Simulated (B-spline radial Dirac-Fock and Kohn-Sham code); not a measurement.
**Ionisation of each subshell: Tc⁴⁺**

System: Tc⁴⁺ in the configuration [Kr] 4d2 5s1 (an excited configuration); nuclear rms radius 4.4112 fm (A = 97).

Calculated with a radial atomic solver, using Dirac-Fock ΔSCF + Breit + QED. Electron correlation is not included. Energies are counted from the vacuum level. Subshells whose hole state is unreliable or did not converge are left out.

All terms are in eV, carry their sign (relaxation lowers the binding energy) and add up to the binding energy; ⟨r⟩ is the mean radius of the orbital in the initial state.

| subshell | −ε (Koopmans) | relaxation | Gaunt | retardation | self-energy | vacuum polarisation | binding energy | ⟨r⟩ (bohr) |
| --- | --- | --- | --- | --- | --- | --- | --- | --- |
| K | 21228.9 | -56.04 | -42.36 | 3.18 | -22.17 | 2.61 | 21114.1 | 0.034 |
| L1 | 3153.0 | -27.46 | -3.51 | 0.17 | -2.57 | 0.28 | 3119.9 | 0.149 |
| L2 | 2901.7 | -30.40 | -6.41 | 0.70 | 0.24 | -0.01 | 2865.8 | 0.127 |
| L3 | 2782.7 | -29.60 | -4.58 | 0.81 | 0.00 | -0.02 | 2749.3 | 0.132 |
| M1 | 627.4 | -8.86 | -0.42 | 0.01 | -0.47 | 0.05 | 617.7 | 0.412 |
| M2 | 529.3 | -9.06 | -0.86 | 0.09 | 0.05 | 0.00 | 519.5 | 0.407 |
| M3 | 508.7 | -8.76 | -0.55 | 0.11 | 0.01 | 0.00 | 499.5 | 0.417 |
| M4 | 336.3 | -9.80 | -0.17 | 0.00 | 0.05 | 0.00 | 326.4 | 0.396 |
| M5 | 332.4 | -9.67 | -0.03 | 0.00 | 0.04 | 0.00 | 322.8 | 0.399 |
| N2 | 107.9 | -1.51 | -0.11 | 0.01 | 0.01 | 0.00 | 106.3 | 1.118 |
| N3 | 104.6 | -1.44 | -0.06 | 0.02 | 0.01 | 0.00 | 103.1 | 1.142 |
| N4,5 | 60.32 | -0.87 | 0.01 | 0.00 | 0.01 | 0.00 | 59.47 | 1.405 |
| O1 | 43.25 | -0.08 | -0.01 | 0.00 | -0.02 | 0.00 | 43.14 | 2.451 |

For the deepest level, K (1s), the Breit terms make up -0.186 % of the binding energy, QED -0.093 % and orbital relaxation -0.265 %.
